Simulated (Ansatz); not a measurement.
`O[SiH2][SiH2][SiH2]F` + `BCCl` → `F[SiH2][SiH2]Cl` + `BC[SiH2]O`  (redistribution)

Program: Ansatz. Geometries: PBE0-D4/def2-TZVP. ΔE: electronic, gas phase. CBS: MP2 limit from def2 TZ/QZ plus the TZ coupled-cluster correction, frozen cores. This one scheme is used for every species. Functionals use def2-TZVPP. One conformer a species, not always the lowest.

`O[SiH2][SiH2][SiH2]F`:

```xyz
12

O    -1.344   -1.135    1.190
Si   -1.733   -0.045    0.006
Si    0.234    1.177   -0.332
Si    1.994   -0.355   -0.144
F     3.386    0.323   -0.579
H    -2.028   -1.735    1.493
H    -2.884    0.810    0.414
H    -2.129   -0.740   -1.254
H     0.375    2.258    0.682
H     0.215    1.790   -1.689
H     2.144   -0.829    1.254
H     1.769   -1.519   -1.040
```

`BCCl`:

Z-matrix (Å, degrees):
```
C
Cl 1 1.783
B 1 1.549 2 116.9
H 1 1.096 2 107.6 3 -123.7
H 1 1.096 2 107.6 3 123.6
H 3 1.192 1 122.9 2 0.1
H 3 1.198 1 116.7 2 -180.0
```

`F[SiH2][SiH2]Cl`:

Z-matrix (Å, degrees):
```
Si
Si 1 2.344
F 1 1.606 2 110.1
H 1 1.485 2 110.2 3 119.4
H 1 1.485 2 110.2 3 -119.4
Cl 2 2.065 1 104.9 3 179.9
H 2 1.484 1 112.9 3 62.2
H 2 1.484 1 112.9 3 -62.4
```

`BC[SiH2]O`:

```xyz
11

B    -0.658    1.147   -1.285
C    -0.081    0.830    0.100
Si    0.148   -1.031    0.308
O     0.660   -1.393    1.832
H    -1.843    1.167   -1.464
H     0.063    1.321   -2.225
H    -0.741    1.097    0.933
H     0.923    1.238    0.262
H    -1.141   -1.743    0.155
H     1.128   -1.516   -0.703
H     1.540   -1.116    2.087
```

```csv
level,ΔE (kcal/mol)
PBE0-D4,-39.7
r2SCAN,-41.9
PBE0,-39.9
CCSD/CBS(def2),-42.8
```

Question: What does CCSD(T)/CBS give? (Best estimate.)

Answer: Ansatz gave: -42.5 kcal/mol. The listed levels differ from it by 2.8, 0.6, 2.6, -0.3 kcal/mol.

Largest T1 diagnostic among the species: 0.013.

From PBE to PBE0 (25 % exact exchange), in def2-TZVPP and without D4, ΔE moves by −1.7 kcal/mol.
